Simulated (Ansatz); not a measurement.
C2H6In, charge +1, singlet, geometry from GFN2-xTB (such geometries of metal compounds can be far from the true shape) (core potentials on In); CAM-B3LYP/def2-SVP (Ansatz, a program for electronic structure).

The Ansatz input:
Ansatz 0.2 input:
```yaml
crystal:
  periodic: [false, false, false]
  atoms:
    - {symbol: In, position_ang: [0.00000000, 0.00000000, 0.00000000]}
    - {symbol: C, position_ang: [1.76799887, 0.26458391, -1.43355759]}
    - {symbol: H, position_ang: [2.41242023, -0.60590237, -1.30508096]}
    - {symbol: H, position_ang: [2.27064356, 1.18959701, -1.14854782]}
    - {symbol: H, position_ang: [1.35310159, 0.31962734, -2.44071297]}
    - {symbol: C, position_ang: [-1.76799887, -0.26458391, 1.43355759]}
    - {symbol: H, position_ang: [-2.25762428, -1.20072172, 1.16255120]}
    - {symbol: H, position_ang: [-2.42355682, 0.59505423, 1.28934408]}
    - {symbol: H, position_ang: [-1.35498428, -0.29765450, 2.44244647]}
basis:
  gaussian:
    orbitals: def2-SVP
    final_grid: {core_spheres: 4, valence_spheres: 8, degree: 17}
hamiltonian:
  xc: cam_b3lyp
total_charge: 1
```

### Question
Write the output that Ansatz gives for this input, abridged.

### Answer

```
Functional definition: CAM-B3LYP
1017 factors; their error is unknown
279 factors; integrals over basis functions are off by at most 8.7e-6 eV
mean field evaluation 1: about -7321.3470 eV, gradient 7.1e1 eV
mean field evaluation 2: about -7321.9589 eV, gradient 6.6e1 eV
mean field evaluation 4: about -7334.5517 eV, gradient 1.0e0 eV
mean field evaluation 8: about -7334.6232 eV, gradient 1.7e-1 eV
mean field evaluation 16: about -7334.6233 eV, gradient 9.2e-6 eV
mean field -7334.62331789 eV, -269.5424353462 hartree, gradient 9.2e-6 eV, S^2 0.000000; 0 other end points of the search recorded, 0 dependent functions left out
reference -7334.62344043 eV, -269.5424398495 hartree; 19, 19 occupied and 65, 65 virtual orbitals, 1017 factors
Total energy: -7334.62344043 eV, -269.5424398495 hartree
```
